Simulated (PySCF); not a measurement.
From results back to the method.

Species: pentachloroethane, C2HCl5.
InChI=1S/C2HCl5/c3-1(4)2(5,6)7/h1H

The closed-shell ground state was solved 3 times with PySCF (density fitting, gas phase), always in the aug-cc-pVTZ basis (365 functions), with these functionals: CAM-B3LYP, PBE0 and wB97X-D. Geometry: PBE0-D3(BJ)/def2-TZVP; no solvent, vibrations or thermal averaging.

| row | total energy (Eh) | HOMO (eV) | LUMO (eV) | dipole (D) |
| --- | --- | --- | --- | --- |
| P | -2377.0823 | -8.79 | -1.10 | 0.87 |
| Q | -2377.9451 | -10.15 | 0.00 | 0.89 |
| R | -2377.8793 | -10.65 | 0.71 | 0.89 |

**Question.** Which functional belongs to which row?

**Answer.** P = PBE0, Q = CAM-B3LYP, R = wB97X-D. By rising HOMO–LUMO gap: PBE0 (global hybrid, 25 % exact exchange) 7.69 eV; CAM-B3LYP (range-separated hybrid) 10.15 eV; wB97X-D (range-separated hybrid) 11.36 eV. Total energies of different functionals aren't bounds to one another; each is stationary for its own functional.

Shape of the structure used: `[Cl:1][CH:2]([Cl:3])[C:4]([Cl:5])([Cl:6])[Cl:7]`: Cl1–C2–C4–Cl5 62°.

The pairwise dispersion term of wB97X-D wasn't added to the energies; at a given geometry it leaves orbitals and properties as they are.
